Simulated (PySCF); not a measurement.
BHClBr, SMILES BrBCl. Atoms are numbered in the order given.

```xyz
4

B     -0.7605     0.6056     0.0000
H     -1.9516     0.6662     0.0000
Cl     0.1850     2.0654     0.0000
Br     0.0745    -1.1088     0.0000
```

Geometry optimised at PBE-D3(BJ)/def2-TZVP.

Calculation: B3LYP/pcSseg-2 (PySCF).

GIAO shieldings, no solvent; atoms alike by connectivity are averaged. δ = σ(ref) − σ: ¹¹B against BF3 (σ = 86.3 ppm); ¹H against TMS (σ = 31.68 ppm); ³⁵Cl against HCl (σ = 930.0 ppm), references at their B3LYP-D3(BJ)/def2-TZVP geometries, non-relativistic (without spin–orbit terms, shifts of atoms bonded to Cl or Br come out too high).

Q: Estimate the chemical shifts. (An estimate is asked for; the answer gives what the named calculation found.)

A: 
```csv
nucleus,atoms,count,δ (ppm)
¹¹B,B1,1,62.9
¹H,H2,1,7.29
³⁵Cl,Cl3,1,340.3
```
